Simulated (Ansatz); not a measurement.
Calculated with Ansatz (gas phase, PBE0-D4/def2-TZVP geometries, no zero-point term in ΔE). CCSD(T)/CBS is the MP2 limit (def2-TZVPP, def2-QZVPP) plus CCSD(T) − MP2 in def2-TZVPP, frozen cores. This one scheme is used for every species. Functionals use def2-TZVPP. B3LYP here is the variant with VWN-RPA as its local correlation; programs differ in this. HSE06 is defined as in plane-wave codes. For Br, Ga outer-core shells are correlated without core-valence functions, which leaves a few kJ/mol of doubt a bond. Scalar relativity is left out up to krypton.

`[Cl][GaH][Cl]` + HBr → `[Cl][GaH][Br]` + HCl  (ligand exchange at a Ga–Cl bond)

(1) Is it downhill or uphill in electronic energy at CCSD(T)/CBS, and by how much? (An estimate is asked.)

(2) What do these levels give: BLYP-D4, PBE0-D4, B3LYP-D4, HSE06-D4, BHLYP-D4, ωB97X-V, ωB97M-V, B2PLYP, PBE0, LC-ωPBE, SCS-MP2/def2-QZVPP, MP2/CBS(def2)? (An estimate is asked.)

Largest T1 diagnostic among the species: 0.011.

Answers

(1) Computed: Downhill: ΔE = -11.4 kJ/mol.

(2) Computed: BLYP-D4 -9.0, PBE0-D4 -11.4, B3LYP-D4 -10.0, HSE06-D4 -11.5, BHLYP-D4 -11.4, ωB97X-V -9.0, ωB97M-V -9.5, B2PLYP -9.8, PBE0 -10.9, LC-ωPBE -8.9, SCS-MP2/def2-QZVPP -10.6, MP2/CBS(def2) -12.4 kJ/mol.

At CCSD(T), def2-SVP lies +7.0 kJ/mol from the extrapolated value and def2-TZVPP +0.6 kJ/mol. Leaving LDA and LC-ωPBE aside and taking each functional with its dispersion term where it has one, the values, not all of them listed here, spread over 5.4 kJ/mol, from PBE-QIDH to B97M-V.
